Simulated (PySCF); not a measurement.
Ligands exchanged one at a time, Si Br-OH. All species are isolated molecules in the gas phase. One relaxed conformer stands for each flexible species; it need not be the lowest. Strings in code marks are SMILES.

Calculation: PBE0-D4/def2-TZVP (PySCF 2.14.0). Excitations are Tamm–Dancoff values on a coarser integration grid. The basis has no diffuse functions, so Rydberg states are missing or too high.

```
species                                                                                       HOMO–LUMO gap (eV)  T1 excitation (TDA) (eV)  LUMO (eV)
--------------------------------------------------------------------------------------------  ------------------  ------------------------  ---------
0 of 4 Br replaced by OH                                                                                    7.05                         –      -1.64
1 of 4 Br replaced by OH (`O[Si](Br)(Br)Br` (H–O–Si–Br torsion 180°))                                       7.55                      5.79      -0.97
2 of 4 Br replaced by OH (`O[Si](O)(Br)Br` (H–O–Si–Br torsion -66°, Br–Si–O–H torsion -46°))                8.24                      6.37      -0.20
4 of 4 Br replaced by OH (`O[Si](O)(O)O`)                                                                   9.60                      7.81          –
```
